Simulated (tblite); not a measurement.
trisilane (H8Si3), singlet, geometry from GFN2-xTB; GFN1-xTB (tblite).

Here is a job for tblite.
```
$ tblite run mol.xyz --method gfn1 --charge 0 --spin 0 --spin-polarized --json tblite.json --no-restart

# file mol.xyz
11

Si     1.84434748     0.77811444    -0.03231500
Si     0.16416537    -0.81270586    -0.09228709
Si    -1.99843538    -0.01529745     0.11893695
H      3.19901703     0.23312390    -0.14758428
H      1.70184530     1.75355602    -1.11706786
H      1.81606434     1.54371778     1.21735150
H      0.41379658    -1.82450880     0.94977864
H      0.27643206    -1.59248980    -1.33779706
H     -2.32028977     0.95246609    -0.93389650
H     -2.19373438     0.68155636     1.39358787
H     -3.03421581    -1.04897755     0.05493974
```

Write the output that tblite gives for this input, abridged.


```
xTB calculator
 | screened Coulomb repulsion
 | Coulomb electrostatics
 |  * isotropic Klopman-Ohno-Mataga-Nishimoto electrostatics
 |  * onsite third-order electrostatics
 | DFT-D3(BJ) dispersion correction
 | Interactions (1)
 | [1] spin polarization

halogen bonding energy    0.0000000000000E+00 Eh
repulsion energy          9.0371929677242E-02 Eh
dispersion energy        -3.8264268597337E-03 Eh
interaction energy        0.0000000000000E+00 Eh
number of electrons       2.0000000000000E+01 e
integral cutoff           2.8146159136829E+01 bohr

------------------------------------------------------------
  cycle        total energy    energy error   density error
------------------------------------------------------------
      1     -9.830173856661  -9.9167194E+00   2.0940278E-01
      2     -9.849804557473  -1.9630701E-02   1.1696394E-01
      3     -9.850935858544  -1.1313011E-03   2.2989371E-02
      4     -9.851590286073  -6.5442753E-04   3.8553788E-03
      5     -9.851636922846  -4.6636773E-05   1.3925822E-03
      6     -9.851638560054  -1.6372083E-06   3.9521723E-04
      7     -9.851639088488  -5.2843377E-07   1.0179814E-04
      8     -9.851639109453  -2.0965102E-08   7.3950310E-06
------------------------------------------------------------

electronic energy        -9.9381846122705E+00 Eh
total energy             -9.8516391094530E+00 Eh

Post processing:
 | Mayer-Wiberg bond orders

[Info] JSON dump of results written to 'tblite.json'
```
